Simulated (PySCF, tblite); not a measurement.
Compound: CH₉PS₂Si₂.
Atom-mapped SMILES: `[CH3:1][S:2][Si@H:3]([PH2:4])[S:5][SiH3:6]` (hydrogens: H7, H8, H9 on C1; H10 on Si3; H11, H12 on P4; H13, H14, H15 on Si6)

Computed with GFN2-xTB (tblite), gas phase: nudged elastic band of 9 images (0 to 8), spring 0.2 eV/Å², climbing image at the end, force threshold 0.05 eV/Å. No saddle search or frequency run followed, so the top image need not be a first-order saddle, and its height can exceed the method's true barrier by a kcal/mol or more.

Path: rotation about Si3–S2 (SiH silicon, sulfur bonded to C and Si), followed by the dihedral P4–Si3–S2–C1.

Image 0 (start, dihedral 167°):
```
atom  x, y, z in Å
C1      2.804    1.027   -0.163
S2      2.225   -0.695   -0.235
Si3     0.276   -0.496    0.638
P4     -0.990   -2.318    0.334
S5     -0.651    1.287   -0.146
Si6    -2.753    0.815   -0.120
H7      2.058    1.672   -0.614
H8      3.731    1.064   -0.725
H9      2.978    1.307    0.871
H10     0.423   -0.271    2.076
H11    -0.739   -2.427   -1.022
H12     0.028   -3.196    0.647
H13    -3.341    2.109   -0.417
H14    -2.992   -0.186   -1.150
H15    -3.062    0.316    1.213
```

Image 8 (end, +0.098 eV, dihedral -61°):
```
atom  x, y, z in Å
C1      3.083    0.198    0.106
S2      1.845    0.905   -1.025
Si3     0.082    0.535    0.144
P4     -0.368   -1.622    0.613
S5     -1.528    1.469   -0.915
Si6    -3.252    0.425   -0.157
H7      3.082    0.746    1.042
H8      4.046    0.299   -0.383
H9      2.869   -0.853    0.279
H10     0.252    1.218    1.428
H11    -0.334   -2.045   -0.707
H12     0.948   -1.990    0.826
H13    -4.343    1.266   -0.613
H14    -3.264   -0.909   -0.744
H15    -3.122    0.366    1.292
```

Problem. What do the inner images look like?

Solution. 
Image 1: +0.014 eV, dihedral -176°
```
atom  x, y, z in Å
C1      2.901    0.989   -0.081
S2      2.158   -0.622   -0.475
Si3     0.255   -0.412    0.491
P4     -0.972   -2.283    0.376
S5     -0.763    1.313   -0.306
Si6    -2.842    0.778   -0.125
H7      2.212    1.786   -0.339
H8      3.804    1.060   -0.676
H9      3.142    1.018    0.977
H10     0.483   -0.116    1.905
H11    -0.796   -2.480   -0.981
H12     0.085   -3.113    0.686
H13    -3.502    2.027   -0.460
H14    -3.113   -0.303   -1.062
H15    -3.056    0.365    1.254
```

Image 2: +0.052 eV, dihedral -160°
```
atom  x, y, z in Å
C1      2.997    0.921   -0.009
S2      2.091   -0.509   -0.673
Si3     0.226   -0.306    0.371
P4     -0.931   -2.224    0.415
S5     -0.902    1.338   -0.446
Si6    -2.946    0.734   -0.126
H7      2.389    1.817   -0.079
H8      3.888    1.023   -0.618
H9      3.267    0.717    1.022
H10     0.528    0.063    1.754
H11    -0.818   -2.480   -0.939
H12     0.173   -3.000    0.707
H13    -3.674    1.936   -0.483
H14    -3.223   -0.404   -0.992
H15    -3.069    0.382    1.282
```

Image 3: +0.097 eV, dihedral -144°
```
atom  x, y, z in Å
C1      3.079    0.828    0.051
S2      2.021   -0.348   -0.847
Si3     0.191   -0.181    0.272
P4     -0.871   -2.150    0.450
S5     -1.048    1.368   -0.565
Si6    -3.044    0.686   -0.125
H7      2.567    1.775    0.180
H8      3.965    0.960   -0.560
H9      3.346    0.399    1.011
H10     0.543    0.258    1.621
H11    -0.800   -2.454   -0.897
H12     0.283   -2.860    0.722
H13    -3.845    1.837   -0.499
H14    -3.303   -0.501   -0.928
H15    -3.090    0.391    1.300
```

Image 4: +0.133 eV, dihedral -127°
```
atom  x, y, z in Å
C1      3.138    0.712    0.097
S2      1.953   -0.139   -0.990
Si3     0.156   -0.042    0.196
P4     -0.791   -2.060    0.484
S5     -1.188    1.399   -0.663
Si6    -3.130    0.636   -0.126
H7      2.732    1.661    0.428
H8      4.027    0.873   -0.503
H9      3.370    0.074    0.944
H10     0.531    0.467    1.514
H11    -0.745   -2.405   -0.855
H12     0.410   -2.696    0.739
H13    -4.002    1.728   -0.512
H14    -3.350   -0.593   -0.876
H15    -3.115    0.393    1.310
```

Image 5 (top): +0.148 eV, dihedral -110°
```
atom  x, y, z in Å
C1      3.168    0.576    0.124
S2      1.893    0.112   -1.089
Si3     0.126    0.108    0.148
P4     -0.694   -1.955    0.519
S5     -1.313    1.431   -0.739
Si6    -3.197    0.583   -0.130
H7      2.869    1.474    0.653
H8      4.066    0.763   -0.453
H9      3.335   -0.242    0.819
H10     0.495    0.683    1.439
H11    -0.658   -2.333   -0.812
H12     0.549   -2.512    0.761
H13    -4.139    1.611   -0.529
H14    -3.364   -0.679   -0.836
H15    -3.141    0.386    1.311
```

Image 6: +0.137 eV, dihedral -93°
```
atom  x, y, z in Å
C1      3.164    0.429    0.128
S2      1.849    0.378   -1.129
Si3     0.103    0.265    0.129
P4     -0.585   -1.838    0.557
S5     -1.416    1.467   -0.789
Si6    -3.243    0.530   -0.140
H7      2.963    1.223    0.838
H8      4.080    0.638   -0.415
H9      3.245   -0.527    0.636
H10     0.439    0.896    1.404
H11    -0.539   -2.242   -0.767
H12     0.694   -2.311    0.797
H13    -4.250    1.488   -0.555
H14    -3.341   -0.757   -0.813
H15    -3.168    0.371    1.305
```

Image 7: +0.116 eV, dihedral -77°
```
atom  x, y, z in Å
C1      3.133    0.283    0.107
S2      1.824    0.629   -1.110
Si3     0.086    0.418    0.140
P4     -0.474   -1.716    0.601
S5     -1.494    1.509   -0.812
Si6    -3.266    0.477   -0.157
H7      3.011    0.928    0.970
H8      4.069    0.506   -0.394
H9      3.116   -0.761    0.406
H10     0.368    1.090    1.409
H11    -0.398   -2.138   -0.718
H12     0.829   -2.104    0.855
H13    -4.328    1.364   -0.594
H14    -3.285   -0.826   -0.807
H15    -3.195    0.346    1.291
```

The largest changes of bonds and angles from start to top: S2–Si3 2.144 → 2.157 Å, Si3–P4 2.240 → 2.251 Å, Si3–S5 2.157 → 2.147 Å, P4–H12 1.379 → 1.384 Å, S2–Si3–H10 108.8 → 107.4°, S5–Si3–H10 105.9 → 107.0°, S2–C1–H7 109.1 → 110.0°. GFN2-xTB torsional profiles can miss by a kcal/mol or more and can put conformers in the wrong order.

Problem. What do single points at PBE0/pcSseg-1 (PySCF, no dispersion term) give on some images?

Solution. 
```
image  GFN2-xTB E (eV)  DFT E (eV)  HOMO (eV)  LUMO (eV)  dipole (D)
    0            0.000       0.000      -6.99      -0.52        0.60
    2            0.052      -0.004      -6.96      -0.42        0.91
    5            0.148       0.038      -6.79      -0.38        1.88
    6            0.137       0.020      -6.81      -0.43        2.10
    8            0.098       0.016      -6.93      -0.59        2.42
```

Energies count from image 0 at each level. At the GFN2-xTB top the DFT energy is 0.9 kcal/mol against 3.4; the geometries weren't optimised at the DFT level.

What follows is the cost of the whole band run. On an Arm Neoverse V1 with one thread, shared host with 64 logical CPUs at a one-minute load of 45, this took 4.4 s and 0.19 GiB of memory at its peak.
